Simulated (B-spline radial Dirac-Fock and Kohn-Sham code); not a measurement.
## Two-hole binding energies of Pt

System: the Pt atom, configuration 1s2 2s2 2p6 3s2 3p6 3d10 4s2 4p6 4d10 4f14 5s2 5p6 5d9 6p1 (an excited configuration).

The computed values come from a B-spline atomic structure program: Dirac-Fock energy differences between relaxed states, corrected for Breit and QED terms. U is the two-hole binding energy less the two single-hole energies, the effective repulsion of the holes after relaxation. Each two-hole energy is an average over J within one jj subconfiguration.

```
          holes  E(a) (eV)  E(b) (eV)  E(ab) (eV)  U (eV)
   1s⁻¹ 2p3/2⁻¹    78400.1    11573.7     90328.4   354.6
   1s⁻¹ 3p1/2⁻¹    78400.1     3041.3     81570.5   129.0
   1s⁻¹ 3p3/2⁻¹    78400.1     2661.3     81169.2   107.8
        2p1/2⁻²    13283.1    13283.1     26872.6   306.5
        2p3/2⁻²    11573.7    11573.7     23391.2   243.7
   2s⁻¹ 3p1/2⁻¹    13897.3     3041.3     17034.8    96.2
   2p1/2⁻¹ 3s⁻¹    13283.1     3314.2     16688.9    91.7
   2s⁻¹ 3p3/2⁻¹    13897.3     2661.3     16645.7    87.1
2p3/2⁻¹ 3p1/2⁻¹    11573.7     3041.3     14713.5    98.4
        3d3/2⁻²     2212.9     2212.9      4499.2    73.4
        4d3/2⁻²      344.4      344.4       714.3    25.5
        4f7/2⁻²      79.34      79.34       182.6    24.0
        5p1/2⁻²      78.18      78.18           ?       ?
        5p3/2⁻²      63.42      63.42       140.7    13.9
```

**Question.** Give the missing two-hole energy and U.

**Answer.** E(ab) = 171.9 eV and U = 15.5 eV.
